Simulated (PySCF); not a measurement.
CsAl⁺ from Hartree–Fock to correlated methods

State: ²Σ⁺ (doublet), unpaired electrons σ ↑. Set-up: PySCF, scalar-relativistic core potentials, basis sets Cs def2-SVPD with ECP46, Al def2-SVPD. De refers to Cs⁺ + Al in their high-spin ground configurations, without counterpoise correction. The functionals are run spin-unrestricted. A positive dipole points towards Al; it is taken about the centre of mass and depends on that origin.

```csv
Level,Re (Å),ωe (cm⁻¹),De (eV),μ (D)
UHF,4.548,63.4,0.342,-1.03
UHF-MP2,4.439,67.1,0.383,n/a
UHF-SCS-MP2,4.458,66.2,0.373,n/a
UHF-CCSD,4.438,67.1,0.375,n/a
UHF-CCSD(T),4.432,67.3,0.377,n/a
PBE,4.361,67.1,0.460,0.15
BP86,4.395,65.4,0.420,-0.04
r²SCAN,4.403,67.4,0.397,-0.53
PBE0,4.338,69.9,0.428,-0.26
B97-3,4.358,71.8,0.404,-0.42
ωB97X,4.221,80.7,0.412,-0.73
B2PLYP,4.401,67.3,0.402,-0.55
```

The bond length runs from 4.221 Å (ωB97X) to 4.548 Å (UHF). De spans 0.34 eV (UHF, mean field) to 0.46 eV (PBE, GGA). Correlation at CCSD(T) changes the Hartree–Fock bond energy by +0.04 eV; the triples alone change it by +0.01 eV.

Correlated steps freeze 5 core orbitals. Correlated levels converge slowly with the basis: in double zeta they bind strong bonds too weakly, by up to about 1 eV, and carry superposition errors of some tenths. Spin–orbit coupling is left out, which matters for elements this heavy, above all for dissociation energies. For an ion De counts to the pair picked by the measured ionisation energies or electron affinities, which need not be the lowest pair at this level. B2PLYP dipoles, levels and charges come from its SCF part alone. The state is the lowest determinant that a PBE0 search found; another state may lie lower at other levels.

The whole job (state search and all levels along the bond) took about 1.7 min on 1 thread of Arm Neoverse V2 (shared host), peak memory 0.65 GiB.
